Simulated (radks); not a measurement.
The argon ion Ar2+ inside a hard spherical wall (all orbitals vanish at R), configuration held at [Ne] 3s2 3p4 and not refilled when levels cross. Method: scalar-relativistic Kohn-Sham, PBE, spin-polarised, spherical densities, point nucleus; open shells are filled with parallel spins first; computed with a radial shooting solver on a logarithmic mesh with Libxc functionals. Eigenvalues in eV for spin up, with the zero of energy where the potential of the charges vanishes at infinity; a dash marks a level that is unbound or too diffuse for the functional's potential to be trusted. A positive occupied level is held by the wall or, in an anion where self-interaction has pushed it up, behind a barrier. The pressure on the wall is -dE/dV.

R (bohr),E (hartree),kinetic (hartree),e(2s),e(2p),e(3s),e(3p),"e(3d, empty)","e(4s, empty)",pressure (GPa)
free,-527.63187,530.456,-327.06,-260.14,-51.661,-36.468,-15.513,-13.504,0
20,-527.63187,530.456,-327.06,-260.14,-51.661,-36.468,-15.513,-13.504,< 0.0001
12,-527.63187,530.456,-327.06,-260.14,-51.661,-36.468,-15.513,-13.504,< 0.0001
7,-527.63186,530.456,-327.06,-260.14,-51.660,-36.468,-15.503,-13.311,0.000655
6,-527.63178,530.457,-327.05,-260.13,-51.657,-36.464,-15.459,-12.794,0.0153
5,-527.63050,530.473,-326.99,-260.07,-51.615,-36.419,-15.243,-11.012,0.351
4,-527.61166,530.648,-326.41,-259.48,-51.226,-35.976,-14.183,-4.819,7.80
2.5,-526.66446,535.646,-314.78,-247.64,-42.342,-25.565,-0.343,52.682,925
1.5,-514.02088,575.068,-263.04,-194.01,35.204,55.715,73.586,345.22,40400
